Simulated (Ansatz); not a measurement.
C₄H₁₃OSi₂, doublet, at a GFN2-xTB geometry; PBE/STO-3G (Ansatz, a first-principles code).

The Ansatz input:
Ansatz 0.2 input:
```yaml
crystal:
  periodic: [false, false, false]
  atoms:
    - {symbol: C, position_ang: [1.95179505, -1.60399281, -0.93866634]}
    - {symbol: Si, position_ang: [1.51442239, 0.15189073, -0.57504749]}
    - {symbol: C, position_ang: [2.77705771, 0.95376545, 0.60630087]}
    - {symbol: O, position_ang: [0.06125965, 0.23208116, 0.15292714]}
    - {symbol: Si, position_ang: [-1.45231094, -0.18008438, 0.57029738]}
    - {symbol: C, position_ang: [-2.29249994, -1.08439327, -0.87387750]}
    - {symbol: C, position_ang: [-2.37307152, 1.42429876, 0.99636628]}
    - {symbol: H, position_ang: [2.91055347, -1.89504606, -1.32957054]}
    - {symbol: H, position_ang: [1.26628988, -2.41711128, -0.77606579]}
    - {symbol: H, position_ang: [1.38510064, 0.96160406, -1.79775266]}
    - {symbol: H, position_ang: [2.82944805, 0.42552878, 1.55366082]}
    - {symbol: H, position_ang: [2.51174679, 1.98527234, 0.81652142]}
    - {symbol: H, position_ang: [3.76835764, 0.94773245, 0.16497223]}
    - {symbol: H, position_ang: [-1.32610758, -1.06122922, 1.73958173]}
    - {symbol: H, position_ang: [-3.30683604, -1.37959823, -0.62444550]}
    - {symbol: H, position_ang: [-1.74558581, -1.98278103, -1.14425824]}
    - {symbol: H, position_ang: [-2.34046795, -0.45646569, -1.75952578]}
    - {symbol: H, position_ang: [-1.86404260, 1.97072778, 1.78445613]}
    - {symbol: H, position_ang: [-3.38220873, 1.21709517, 1.33859359]}
    - {symbol: H, position_ang: [-2.44557292, 2.08426380, 0.13617706]}
basis:
  gaussian:
    orbitals: STO-3G
hamiltonian:
  xc: pbe
magnetization: {spin_polarized: true, initial_magnetization: 1}
```

**Question.** Write the output that Ansatz gives for this input, abridged.

**Answer.** 
```
Functional definition: PBE
722 factors; integrals over basis functions are off by at most 4.3e-5 eV
mean field evaluation 1: about -21879.8760 eV, gradient 2.4e1 eV
mean field evaluation 2: about -21874.9997 eV, gradient 4.0e1 eV
mean field evaluation 4: about -21883.2712 eV, gradient 1.5e0 eV
mean field evaluation 8: about -21883.1229 eV, gradient 4.7e-2 eV
mean field evaluation 16: about -21883.1229 eV, gradient 2.6e-5 eV
mean field -21883.12294233 eV, -804.1899352172 hartree, gradient 2.6e-5 eV, S^2 0.753808; 0 other end points of the search recorded, 0 dependent functions left out
reference -21883.12297775 eV, -804.1899365186 hartree; 37, 36 occupied and 19, 20 virtual orbitals, 722 factors
Total energy: -21883.12297775 eV, -804.1899365186 hartree
```
